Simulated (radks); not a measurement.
Values are calculated unless marked as measured or tabulated.
Task: All-electron atom: As+ in [Ar] 3d10 4s2 4p1 7s1 (not the ground configuration). Code: a radial shooting solver on a logarithmic mesh with Libxc functionals. Model: scalar-relativistic Kohn-Sham, BLYP, spin-polarised, spherical densities, finite nucleus; open shells are filled with parallel spins first; Fermi nuclear charge, rms radius 4.0968 fm. Some entries of the table are withheld. Estimate them.

| orbital | occ. | eigenvalue (hartree) | <1/r> (bohr^-1) |
|---|---|---|---|
| 1s up | 1 | -431.4952 | 33.47 |
| 1s down | 1 | -431.4931 | 33.47 |
| 2s up | 1 | -55.34523 | 7.368 |
| 2s down | 1 | -55.34424 | 7.368 |
| 2p up | 3 | -48.62785 | 7.222 |
| 2p down | 3 | -48.62599 | 7.222 |
| 3s up | 1 | -7.67827 | 2.385 |
| 3s down | 1 | -7.67551 | 2.385 |
| 3p up | 3 | (1) | (2) |
| 3p down | 3 | (3) | (4) |
| 3d up | 5 | -2.18530 | 1.910 |
| 3d down | 5 | -2.18042 | 1.913 |
| 4s up | 1 | -1.15975 | (5) |
| 4s down | 1 | -1.12372 | (6) |
| 4p up | 1 | -0.76388 | 0.6057 |
| 7s up | 1 | -0.08734 | 0.09145 |

Result: 
(1) 3p up eigenvalue (hartree): -5.60132
(2) 3p up <1/r> (bohr^-1): 2.233
(3) 3p down eigenvalue (hartree): -5.59815
(4) 3p down <1/r> (bohr^-1): 2.233
(5) 4s up <1/r> (bohr^-1): 0.7275
(6) 4s down <1/r> (bohr^-1): 0.7300
